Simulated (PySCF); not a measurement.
**From PBE0/aug-cc-pVDZ to PBE0/6-311+G(2d,p): the mean 17O shielding of 10 molecules**

All runs: PySCF with density fitting, gas phase, non-relativistic, closed shells, each molecule at its own PBE0-D3(BJ)/def2-SVP geometry. Shieldings use GIAOs. All basis functions are spherical. Basis functions per molecule: 287–287 in aug-cc-pVDZ, 273–273 in 6-311+G(2d,p).

Mean 17O shielding (ppm):

```json
{"molecule": "COCCC(C)C", "PBE0/aug-cc-pVDZ": "318.2", "PBE0/6-311+G(2d,p)": "309.8"}
{"molecule": "CCCOCCC", "PBE0/aug-cc-pVDZ": "287.6", "PBE0/6-311+G(2d,p)": "278.1"}
{"molecule": "CCCCOCC", "PBE0/aug-cc-pVDZ": "284.3", "PBE0/6-311+G(2d,p)": "275.3"}
{"molecule": "CCOC(C)(C)C", "PBE0/aug-cc-pVDZ": "254.5", "PBE0/6-311+G(2d,p)": "243.2"}
{"molecule": "CC(C)OC(C)C", "PBE0/aug-cc-pVDZ": "249.4", "PBE0/6-311+G(2d,p)": "237.2"}
{"molecule": "CCOCC(C)C", "PBE0/aug-cc-pVDZ": "287.9", "PBE0/6-311+G(2d,p)": "278.7"}
{"molecule": "CCCCCOC", "PBE0/aug-cc-pVDZ": "313.6", "PBE0/6-311+G(2d,p)": "?"}
{"molecule": "CCCOC(C)C", "PBE0/aug-cc-pVDZ": "265.2", "PBE0/6-311+G(2d,p)": "254.6"}
{"molecule": "CCCCCCO", "PBE0/aug-cc-pVDZ": "294.0", "PBE0/6-311+G(2d,p)": "285.7"}
{"molecule": "CCO[C@H](C)CC", "PBE0/aug-cc-pVDZ": "269.6", "PBE0/6-311+G(2d,p)": "259.2"}
```

What should PBE0/6-311+G(2d,p) give for `CCCCCOC`?

The basis change moves the other 9 molecules by -9.9 ppm on average (standard deviation 1.3), which puts `CCCCCOC` at 313.6 − 9.9 = 303.7 ppm. A straight line through the pairs, y = 1.058x − 26.02, gives 305.7 ppm. The run gave 305.2 ppm: the mean change misses by 1.5, the line by 0.5 ppm.

Which of the two rules would one have trusted beforehand?

Leaving out each listed molecule in turn and predicting it from the rest, the mean change misses by 1.25 ppm on average and the line by 0.51; so the fitted line, and for `CCCCCOC` it was the closer one.

Is the change the same for all, and does it alter the order of the molecules?

Among the 9 molecules with both values given it runs from -12.2 ppm for `CC(C)OC(C)C` to -8.3 ppm for `CCCCCCO`; `CCCCCOC` moves by -8.4 ppm, inside this range. The change is of one sign for all of them. No pair among the 9 changes order.

The figures describe these molecules alone; neither level is taken as the truth.
